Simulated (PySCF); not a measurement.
# Computed properties of ClGeH₃Mg, SMILES [Cl][Mg][GeH3]

Mg(Cl)(GeH3) (ClGeH3Mg), SMILES [Cl][Mg][GeH3]. Coordinates come from a B3LYP-D3(BJ)/def2-TZVP optimisation. The values are those of a single conformer. All values are computed for the isolated molecule unless a solvent is named; none is compared with measurement here.

**Structure.** The optimised structure has C3v symmetry. All 12 harmonic modes at B3LYP-D3(BJ)/def2-TZVP (PySCF) are real, so it is a minimum. With heavy atoms numbered as in [Mg:1]([Cl:2])[GeH3:3], the shortest bond between them is Mg1–Cl2 at 2.196 Å and the longest Mg1–Ge3 at 2.566 Å.

**Vibrations.** The strongest infrared lines (harmonic, unscaled, degenerate partners summed) lie at 787 cm⁻¹ (275 km/mol, H 97 %), 2093 cm⁻¹ (260 km/mol, H 98 %), 520 cm⁻¹ (101 km/mol, Mg 72 %, Cl 26 %). The softest mode is at 84 cm⁻¹ and the zero-point energy is 14.9 kcal/mol.

**Electronic structure.** r2SCAN/def2-TZVPD (PySCF) places the frontier levels at -6.75 and -1.65 eV, a gap of 5.10 eV, and gives a dipole moment of 1.30 D and a mean polarisability of 81.6 bohr³.

**Excitations.** TDDFT-M06-2X/def2-SVPD (PySCF) has S1 at 5.48 eV (226 nm, f = 0.567, bright); the most intense of the 10 singlets computed lies at 5.48 eV (f = 0.57). Strengths of degenerate partners are summed. T1 (TDA) is at 4.17 eV. No vertical singlet excitation falls in the visible range (under 3.1 eV).

**NMR.** GIAO shifts at KT2/pcSseg-2 (PySCF) (non-relativistic, atoms alike by connectivity averaged): ¹H at 3.3 ppm against TMS. Without spin–orbit terms, shifts of atoms bonded to Cl or Br come out too high.
